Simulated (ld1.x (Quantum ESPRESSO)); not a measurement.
## What one change does to a pseudopotential (oxygen (O), ultrasoft)

ld1.x (Quantum ESPRESSO) 7.5 input, shortened:

```
&input
   title='O', zed=8., rel=0, dft='PBESOL', iswitch=3,
   config='[He] 2s2 2p4 3d-2'
 /
 &inputp
   pseudotype=3, tm=.true., lloc=-2, rcloc=0.80,
   nlcc=.false.,
   which_augfun='PSQ', rmatch_augfun_nc=.true.
 /
5
2S  1  0   2.00   0.00  0.75  1.00  0.0
2S  1  0   0.00  -1.30  0.75  1.00  0.0
2P  2  1   4.00   0.00  1.25  1.45  0.0
2P  2  1   0.00   3.30  1.25  1.45  0.0
3D  3  2  -2.00   0.45  1.05  1.30  0.0
 &test
   configts(1)='2s2 2p4'
 /
```

Change: waves 2p (bound): rcut 1.16, rcutus 1.24 bohr; 2p channel at 3.3 Ry: rcut 1.16, rcutus 1.24 bohr.

Cutoffs: the cutoffs (Ry, on a coarse ladder) from which the occupation-weighted sum of valence levels, in a spherical-Bessel basis at the reference potential, stays within 10 and 1 mRy of its value at 400 Ry; they do not see the model core or the augmentation charge, which bear on the density cutoff. Errors are all-electron minus pseudo energies relative to the spin-unpolarised reference configuration.

Task: How do hardness, ghosts and transferability respond?

Result: The potential gets harder (35 Ry and 60 Ry → 45 Ry and 80 Ry); of the 7 tests that both files solve, the error grows in 0 and shrinks in 7 by more than 15 % and 0.3 meV (median size 97.8 → 8.9 meV); neither file shows a bound ghost. A smaller radius makes the pseudo-wave follow the all-electron one further in, where it bends more sharply, so more plane waves are needed. Less of the atom is replaced, so other configurations are described better.

| quantity | base | changed |
| --- | --- | --- |
| cutoff, loose | 35 Ry | 45 Ry |
| cutoff, tight | 60 Ry | 80 Ry |
| loose cutoff by channel (10 mRy a level) | s 18 Ry, p 25 Ry | s 18 Ry, p 35 Ry |
| bound ghosts | none | none |
| error for 2s2 2p3, meV [ΔE 16.37 eV] | -98 | -8.9 |
| error for 2s2 2p2, meV [ΔE 49.85 eV] | -680 | -61 |
| error for 2s2 2p1, meV [ΔE 103.56 eV] | -2159 | -180 |
| error for 2s0 2p6, meV [ΔE 29.64 eV] | -200 | -20 |
| error for 2s1 2p4, meV [ΔE 31.45 eV] | +33 | +2.8 |
| error for 2s1 2p5, meV [ΔE 14.80 eV] | -50 | -5.1 |
| error for 2s2 2p3.5, meV [ΔE 6.26 eV] | -17 | -1.5 |
| lowest overlap eigenvalue by channel | s 0.56, p 0.39, d 0.74 | s 0.56, p 0.84, d 0.74 |
